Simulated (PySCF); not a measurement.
# H₄TeS: from structure and modes to constants

These are results of PBE0/[Te def2-TZVP with ECP28, S def2-TZVP, H def2-TZVP], scalar-relativistic core potentials, density fitting, no spin–orbit coupling, PySCF, not measurements.

The singlet minimum has C2v symmetry. Masses (u): Te 129.90622, S 31.97207, H 1.00782.

```xyz
6
charge 0 multiplicity 1, angstrom
Te    0.0000    0.0000   -0.4174
S     0.0000    0.0000    1.8243
H     1.7308    0.0000   -0.5801
H     0.0000    1.3463   -1.4550
H    -1.7308    0.0000   -0.5801
H     0.0000   -1.3463   -1.4550
```

Harmonic wavenumbers (cm⁻¹): 355.8 (b1, ×1), 439.7 (a1, ×1), 530.6 (a1, ×1), 580.1 (b2, ×1), 854.1 (b1, ×1), 912.6 (a1, ×1), 1064.1 (b2, ×1), 1136.2 (a2, ×1), 1756.8 (b2, ×1), 1777.9 (a1, ×1), 1927.1 (b1, ×1), 1965.5 (a1, ×1).

Task: Find the principal moments of inertia and the rotational constants. What kind of rotor is it?

Result: About the centre of mass I = 9.6916, 137.64, 140.03 u Å². With B = 16.8576/I this gives 1.739, 0.1225, 0.1204 cm⁻¹. The molecule is an asymmetric top with κ = -1.00.

Task: What is the harmonic zero-point energy?

Result: Half the sum of all 12 wavenumbers, 13301/2 = 6650 cm⁻¹, which is 79.6 kJ/mol (1 cm⁻¹ = 0.0119627 kJ/mol).

Other isomers or separated fragments may lie lower.
